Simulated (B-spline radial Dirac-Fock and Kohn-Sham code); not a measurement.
# Elastic and transport cross sections of lead for electrons

The computed values come from a B-spline atomic structure program: relativistic (Dirac) partial waves in the static field of the Dirac-Fock atom with Furness-McCarthy exchange, without polarisation or absorption potentials. σ_tr1 and σ_tr2 weight the cross section with 1 − P₁ and 1 − P₂ of cos θ; "backward" is the share scattered beyond 90°.

```csv
energy (eV),σ (a₀²),σ_tr1 (a₀²),σ_tr2 (a₀²),σ/σ_tr1,backward (%)
2660,6.73,0.962,0.968,6.99,5.9
3000,6.33,0.834,0.874,7.59,5.3
3330,6.00,0.735,0.799,8.16,4.8
3520,5.83,0.686,0.761,8.49,4.5
5000,4.85,0.439,0.550,11.1,3.2
5150,4.77,0.422,0.535,11.3,3.1
10000,3.31,0.170,0.262,19.5,1.6
12500,2.92,0.124,0.202,23.5,1.2
12700,2.89,0.121,0.198,23.9,1.2
13000,2.85,0.117,0.192,24.3,1.2
15400,2.58,0.0917,0.156,28.2,0.99
16600,2.47,0.0822,0.142,30.1,0.91
20000,?,?,?,?,?
22500,2.07,0.0525,0.0959,39.3,0.65
28200,1.80,0.0375,0.0710,48.0,0.50
30000,1.74,0.0342,0.0653,50.8,0.46
```

Q: Fill in the row for 20 keV.

A: σ = 2.22 a₀², σ_tr1 = 0.0625 a₀², σ_tr2 = 0.112 a₀², σ/σ_tr1 = 35.4, backward 0.74 %. The ratio σ/σ_tr1 is roughly the number of elastic collisions that randomise the direction.
